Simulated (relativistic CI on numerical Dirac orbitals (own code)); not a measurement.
**What each ingredient does to the levels of Dy¹⁶⁺**

Base calculation: Dirac-Coulomb-Breit CI, separate exchange-only KLI orbitals for each configuration, QED by a radiative potential, unscaled Slater integrals.

CI space (outside the closed core [Ar] 3d10 4p6 4d10): 4s2.4f4, 4s2.4f3.5s, 4s2.4f2.5s2, 4s2.4f2.5s.5p, 4s2.4f3.5p, 4s2.4f2.5p2, 4s2.4f2.5s.5d, 4s2.4f3.5d, 4s2.4f2.5p.5d, 4s2.4f2.5d2, 4s2.4f3.6s, 4s2.4f3.6p, 4s.4f3.5s2. Levels of other configurations are missing.

Variants: (1) P86 correlation estimate; (2) configuration mixing switched off; (3) one mean potential for all configurations. Shifts of the energy above 4s2.4f4 5I_4, in cm⁻¹, for the lowest level and the first level of each name with at least 55 % of one term (blank where a level changes its place among those of its configuration and J or its character, or is not in the variant):

| Level | Base | Δ(1) | Δ(2) | Δ(3) |
| --- | --- | --- | --- | --- |
| 4s2.4f4 5I_4 | 0.0 | 0.0 | 0.0 | 0.0 |
| 4s2.4f4 5I_5 | 4234.6 | -0.2 | -8.0 | -151.8 |
| 4s2.4f4 5I_6 | 8635.3 | -0.3 | -12.6 | -283.6 |
| 4s2.4f4 5I_7 | 13048.0 | -0.3 | -13.8 | -388.8 |
| 4s2.4f4 5I_8 | 17395.4 | -0.3 | -11.8 | -468.8 |
| 4s2.4f4 5F_1 | 27490.5 | +0.2 | +25.1 | +289.3 |
| 4s2.4f4 5F_2 | 28286.8 | +0.5 | +40.2 | +335.2 |
| 4s2.4f4 5F_3 | 30834.2 | +0.5 | +34.6 | +218.6 |
| 4s2.4f4 5F_4 | 32461.2 | +1.4 | +76.0 | +347.3 |
| 4s2.4f4 5S_2 | 32756.5 | +0.2 | +24.8 | +181.0 |
| 4s2.4f4 3K_6 | 34032.5 | +0.5 | +40.7 | +286.9 |
| 4s2.4f4 5F_5 | 36664.4 | +0.5 | +41.1 | +103.5 |
| 4s2.4f4 3K_7 | 36898.1 | +0.2 | +19.9 | +283.1 |
| 4s2.4f4 5G_2 | 38648.8 | +1.0 | +67.8 | +594.3 |

At this charge energies of transitions that change n are usually good to better than 1 %, and those within a shell (Δn = 0) to a few per cent. Terms inside the open d or f shell come out 10 to 20 % too wide with unscaled integrals.

Ionisation energy from the two ground configurations alone: base 356.504 eV; P86 correlation estimate 358.294 eV. The NIST ASD value (theoretical) is 366 eV. The gap of more than 2 % comes from missing correlation, or from a tabulated value that is itself an estimate.

LS names give the leading component of a level, which can be under half, so a name can repeat, a term be missing and a line seem to break the LS rules.
